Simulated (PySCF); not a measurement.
B(F)(NMe2)(SH) (C₂H₇BFNS), SMILES B(N(C)C)(S)F. Coordinates come from a PBE-D3(BJ)/def2-SVP optimisation. This is a generated structure with no PubChem entry under its InChIKey; it may be hypothetical. Other conformers were not sampled.

Computed equilibrium geometry at PBE-D3(BJ)/def2-SVP (PySCF confirms it by a frequency run) as Cartesian coordinates in Å (one conformer of several):
```xyz
13

B      0.3091     0.1350    -0.4325
F      1.2149    -0.2764    -1.3505
N     -0.1265    -0.7834     0.5530
C     -1.0007    -0.4723     1.6646
C      0.2698    -2.1827     0.4858
H     -2.0185    -0.9086     1.5360
H     -0.5849    -0.8792     2.6133
H     -1.1010     0.6212     1.7944
H      0.8158    -2.4891     1.4065
H     -0.6183    -2.8477     0.3870
H      0.9297    -2.3500    -0.3837
S     -0.2110     1.8889    -0.6281
H     -1.2547     1.8573     0.2412
```
Charge 0, spin multiplicity 1.
